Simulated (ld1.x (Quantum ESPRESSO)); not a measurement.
Reading a pseudo-wave (beryllium)

Columns: radius, all-electron u(r) and pseudo u(r) of the 2s shell (level -5.61 eV) of beryllium in the configuration [He] 2s2 2p0; PBE, scalar-relativistic, ultrasoft scheme, ld1.x (Quantum ESPRESSO) 7.5.

| r (bohr) | all-electron | pseudo |
| --- | --- | --- |
| 0.233 | 0.2517 | -0.0534 |
| 0.465 | 0.1154 | -0.1221 |
| 0.698 | -0.0941 | -0.2142 |
| 0.930 | -0.2828 | -0.3242 |
| 1.162 | -0.4287 | -0.4370 |
| 1.395 | -0.5333 | -0.5336 |
| 1.628 | -0.5986 | -0.5986 |
| 1.860 | -0.6306 | -0.6306 |
| 2.093 | -0.6370 | -0.6370 |
| 2.325 | -0.6241 | -0.6241 |
| 2.558 | -0.5976 | -0.5976 |
| 2.790 | -0.5625 | -0.5625 |
| 3.023 | -0.5221 | -0.5221 |
| 3.255 | -0.4794 | -0.4794 |
| 3.488 | -0.4363 | -0.4363 |
| 3.720 | -0.3945 | -0.3945 |
| 3.953 | -0.3545 | -0.3545 |
| 4.185 | -0.3173 | -0.3173 |
| 4.418 | -0.2829 | -0.2829 |
| 4.650 | -0.2514 | -0.2514 |
| 4.883 | -0.2228 | -0.2228 |
| 5.115 | -0.1970 | -0.1970 |
| 5.348 | -0.1737 | -0.1737 |
| 5.580 | -0.1530 | -0.1530 |
| 5.813 | -0.1344 | -0.1344 |
| 6.045 | -0.1179 | -0.1179 |

(1) How many radial nodes do the two functions have?

(2) At about which radius was the pseudo-wave matched?

(3) Where does each function peak?

(4) Is the pseudo-wave norm-conserving?

## Answers

(1) The all-electron 2s function has n − l − 1 = 1; the pseudo-wave has 0, since the states of the same l below it are removed with the core.

(2) 1.50 bohr, where the columns begin to agree (steps of 0.23 bohr).

(3) Outermost all-electron maximum near 2.09 bohr, pseudo maximum near 2.09 bohr (to the table’s step).

(4) No, it belongs to an ultrasoft set: the norm inside the radius is not constrained, and the difference is carried by the augmentation charge.
